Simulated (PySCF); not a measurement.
CH6O3Sn, charge +1, multiplicity 2. Atoms are numbered in the order given.

```xyz
11

O      1.7912     0.6863     0.5106
Sn     0.0000     0.0000     0.1317
O     -0.3012    -1.8944     0.5106
O     -1.4900     1.2080     0.5106
C      0.0000     0.0000    -2.2758
H      1.8408     1.6394     0.7103
H      0.4993    -2.4139     0.7103
H     -2.3401     0.7745     0.7103
H      1.0526     0.2610    -2.4387
H     -0.7523     0.7811    -2.4387
H     -0.3003    -1.0421    -2.4387
```
Charge +1, spin multiplicity 2.

Geometry optimised at B3LYP-D3(BJ)/def2-SVP. The def2 effective core potentials stand for the cores of Sn; spin–orbit coupling is left out. The values are those of a single conformer.

Computed with TDA-PBE/def2-SVPD in PySCF.

Vertical excitations; the highest root listed may be one member of a degenerate set. 

Computed UV-visible absorptions:
```json
[
 {"state": "root 1", "energy (eV)": "1.46", "λ (nm)": "852", "f": "0.007", "main pairs": "β HOMO→LUMO (degenerate set)"},
 {"state": "root 2", "energy (eV)": "1.46", "λ (nm)": "852", "f": "0.007", "main pairs": "β HOMO−1→LUMO (degenerate set)"},
 {"state": "root 3", "energy (eV)": "2.44", "λ (nm)": "508", "f": "0.029", "main pairs": "β HOMO−2→LUMO (degenerate set)"},
 {"state": "root 4", "energy (eV)": "2.44", "λ (nm)": "508", "f": "0.029", "main pairs": "β HOMO−3→LUMO (degenerate set)"},
 {"state": "root 5", "energy (eV)": "2.45", "λ (nm)": "506", "f": "0.029", "main pairs": "β HOMO−4→LUMO 90 %"},
 {"state": "root 6", "energy (eV)": "3.32", "λ (nm)": "373", "f": "0.021", "main pairs": "α HOMO→LUMO 8 %, β HOMO−5→LUMO 88 %"},
 {"state": "root 7", "energy (eV)": "4.29", "λ (nm)": "289", "f": "0.001", "main pairs": "β HOMO−7→LUMO, β HOMO−6→LUMO (degenerate set)"},
 {"state": "root 8", "energy (eV)": "4.29", "λ (nm)": "289", "f": "0.001", "main pairs": "β HOMO−6→LUMO, β HOMO−7→LUMO (degenerate set)"},
 {"state": "root 9", "energy (eV)": "4.50", "λ (nm)": "276", "f": "0.000", "main pairs": "α HOMO−1→LUMO, β HOMO→LUMO+1 (degenerate set)"},
 {"state": "root 10", "energy (eV)": "4.50", "λ (nm)": "276", "f": "0.000", "main pairs": "α HOMO−2→LUMO, β HOMO−1→LUMO+1 (degenerate set)"}
]
```
Unrestricted roots are not spin-pure.
